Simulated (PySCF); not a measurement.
## Re(2+) (rhenium, charge +2) across methods

[Xe] 4f14 5d5, high-spin 6S determinant. Computed with PySCF 2.14 in def2-TZVPPD with the def2 core potential (60 electrons), with a scalar-relativistic core potential.

| method | E (hartree) | mean ε 5p α (eV) | mean ε 5p β (eV) | mean ε 5d α (eV) | Σ⟨r²⟩ (bohr²) | ⟨S²⟩ |
| --- | --- | --- | --- | --- | --- | --- |
| PBE0 | -77.2808 | -67.496 | -62.889 | -24.211 | 31.00 | 8.751 |
| M06-L | -77.3283 | -64.971 | -60.940 | -22.512 | 30.51 | 8.751 |
| PBE | -77.3024 | -63.981 | -60.697 | -22.679 | 31.21 | 8.750 |
| LDA | -77.0882 | -63.935 | -60.755 | -22.762 | 31.44 | 8.750 |
| r2SCAN | -77.3259 | -65.604 | -61.225 | -22.976 | 30.88 | 8.751 |
| UHF | -76.74184 | -77.284 | -68.197 | -28.149 | 30.77 | 8.753 |
| TPSS | -77.2745 | -64.293 | -60.833 | -22.577 | 31.12 | 8.751 |
| LC-wPBE | -77.3133 | -69.728 | -65.686 | -26.926 | 30.89 | 8.751 |
| PW91 | -77.3376 | -64.081 | -60.801 | -22.744 | 31.22 | 8.750 |

Energies and moments cover only the electrons outside the core potential. Spin-orbit coupling, which splits the p, d and f shells strongly at this Z, is absent.
